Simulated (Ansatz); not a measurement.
C$_{2}$H$_{7}$AlS$_{2}$, 12 atoms. The species carries charge 0 and has multiplicity 1. The bonds changed during the relaxation, so this is another structure than the one it started from. All runs use 4 threads of an Arm Neoverse V1 on a shared host. Correlated methods freeze the cores.

(1) Give the basis size and wall time and peak host memory of each of these runs in Ansatz. RKS SPW92 (LDA)/def2-TZVPP energy; RKS PBE0-D4/def2-QZVPP energy; RKS ωB97M-V/def2-QZVPP energy; RKS B97M-V/def2-TZVPP energy; RHF-CCSD(T)/def2-TZVPP energy; RKS BHLYP-D4/def2-TZVPP energy; RKS ωB97M-V/def2-SVP energy; direct RPA on PBE orbitals/def2-TZVPP energy; RKS ωB97M-V/def2-TZVPP energy and forces; RKS PBE0-D4/def2-TZVP frequencies; RKS PBE0-D4/def2-TZVP relaxation (13 steps); RHF-MP2/def2-QZVPP energy. (Estimate.)

Answers

(1) The calculation gave: Other jobs shared the machine, so times are rough.

```json
{"level": "RKS SPW92 (LDA)/def2-TZVPP", "job": "energy", "functions": "286", "wall time": "1.8 s", "peak host memory (GiB)": "0.44"}
{"level": "RKS BHLYP-D4/def2-TZVPP", "job": "energy", "functions": "286", "wall time": "5 s", "peak host memory (GiB)": "0.94"}
{"level": "RKS ωB97M-V/def2-SVP", "job": "energy", "functions": "117", "wall time": "6.5 s", "peak host memory (GiB)": "0.54"}
{"level": "direct RPA on PBE orbitals/def2-TZVPP", "job": "energy", "functions": "286", "wall time": "6.5 s", "peak host memory (GiB)": "0.74"}
{"level": "RKS B97M-V/def2-TZVPP", "job": "energy", "functions": "286", "wall time": "13 s", "peak host memory (GiB)": "0.55"}
{"level": "RKS PBE0-D4/def2-QZVPP", "job": "energy", "functions": "534", "wall time": "13 s", "peak host memory (GiB)": "2.5"}
{"level": "RKS ωB97M-V/def2-TZVPP", "job": "energy and forces", "functions": "286", "wall time": "17 s", "peak host memory (GiB)": "1.2"}
{"level": "RKS ωB97M-V/def2-QZVPP", "job": "energy", "functions": "534", "wall time": "29 s", "peak host memory (GiB)": "2.9"}
{"level": "RHF-MP2/def2-QZVPP", "job": "energy", "functions": "534", "wall time": "32 s", "peak host memory (GiB)": "3.9"}
{"level": "RKS PBE0-D4/def2-TZVP", "job": "relaxation (13 steps)", "functions": "215", "wall time": "60 s", "peak host memory (GiB)": "0.66"}
{"level": "RHF-CCSD(T)/def2-TZVPP", "job": "energy", "functions": "286", "wall time": "3.4 min", "peak host memory (GiB)": "7.9"}
{"level": "RKS PBE0-D4/def2-TZVP", "job": "frequencies", "functions": "215", "wall time": "3.5 min", "peak host memory (GiB)": "0.67"}
```
